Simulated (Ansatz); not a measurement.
# Redistribution: SnH3Cl + Sn(CH3)(SH) → SnH3(SH) + Sn(CH3)Cl

Gas-phase species: SnH3Cl `[Cl][SnH3]`, singlet; Sn(CH3)(SH), singlet; SnH3(SH), singlet; Sn(CH3)Cl, singlet. The partners trade Cl for SH; both sit on Sn, so the bond types are kept.

Shapes, held fixed at every level: PBE0-D4/def2-TZVP. Flexible molecules stand in one conformer, not always the lowest. Programs: Ansatz 0.2.0. The zero-point and thermal change to 298 K, harmonic and unscaled (PBE0-D4/def2-TZVP), is -0.8 kJ/mol.

| level | kind | ΔH(298 K) (kJ/mol) | less CCSD(T)/def2-TZVPP |
| --- | --- | --- | --- |
| SPW92/def2-TZVPP | LDA | +2.8 | +1.9 |
| BHLYP-D4/def2-TZVPP | global hybrid | -0.2 | -1.1 |
| PBE0-D4/def2-TZVPP | global hybrid | +0.6 | -0.3 |
| MP2/def2-SVP | perturbation theory | +4.2 | +3.3 |
| MP2/def2-TZVPP | perturbation theory | +0.6 | -0.3 |
| CCSD/def2-SVP | coupled cluster or CI | +2.6 | +1.7 |
| CCSD/def2-TZVPP | coupled cluster or CI | -0.5 | -1.4 |
| CCSD(T)/def2-TZVPP | coupled cluster or CI | +0.9 | 0.0 |

The highest level, CCSD(T)/def2-TZVPP, gives ΔH(298 K) = +0.9 kJ/mol; the levels span -0.5 to +4.2. That is about zero within the method's error. They disagree on the sign: 6 of 8 are positive. The column of differences is taken from that level and isn't an error. No measured value is set beside it here. For atoms past krypton def2 sets carry core potentials with scalar relativity. Outer-core shells of Sn are correlated, in sets that cover them unevenly.
